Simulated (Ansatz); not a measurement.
Calculated with Ansatz (gas phase, PBE0-D4/def2-TZVP geometries, no zero-point term in ΔE). CCSD(T)/CBS adds triple-zeta CCSD(T) − MP2 to the extrapolated MP2 energy (def2 sets, frozen cores). DFT in def2-TZVPP. B3LYP here is the variant with VWN-RPA as its local correlation; programs differ in this. One conformer a species, not always the lowest.

Reaction (redistribution): `CN[SiH](F)S` + `CO[SiH2]CF` → `CN[SiH](F)OC` + `FC[SiH2]S`

```tsv
level	ΔE (kJ/mol)
PBE0-D4	-20.2
PBE	-20.1
PBE0	-21.4
B3LYP	-20.9
CCSD(T)/def2-TZVPP	-20.5
MP2/def2-QZVPP	-19.0
MP2/CBS(def2)	-18.8
CCSD/CBS(def2)	-20.7
```

Task: What does CCSD(T)/CBS give? (Estimate.)

Result: The calculation gave: -20.1 kJ/mol. The listed levels differ from it by -0.1, 0.0, -1.3, -0.8, -0.4, 1.1, 1.3, -0.6 kJ/mol.

Largest T1 diagnostic among the species: 0.011.

CCSD(T)/CBS has its own doubt, a few kJ/mol and more with outer-core shells, so smaller differences from it don't rank the levels.
